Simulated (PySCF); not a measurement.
5-fluorofuran-3-one (C4H3FO2), SMILES C1(=O)C=C(F)OC1. Geometry optimised at PBE0-D3(BJ)/def2-SVP. The values are those of a single conformer.

Task: Give the equilibrium geometry at PBE0-D3(BJ)/def2-SVP (PySCF confirms it by a frequency run) as Cartesian coordinates in Å, and its point group. (The exact figures need the calculation; the answer reports its results.)

Result: This is not unique; one that fits is point group Cs.
```xyz
10

O     -0.5492     2.3835     0.0000
C     -0.2457     1.2157     0.0000
C     -1.0648     0.0134     0.0000
C     -0.1898    -1.0175     0.0000
F     -0.4369    -2.2897     0.0000
O      1.0985    -0.7334     0.0000
C      1.1988     0.6931     0.0000
H     -2.1487    -0.0484     0.0000
H      1.7477     1.0138     0.8974
H      1.7477     1.0138    -0.8974
```
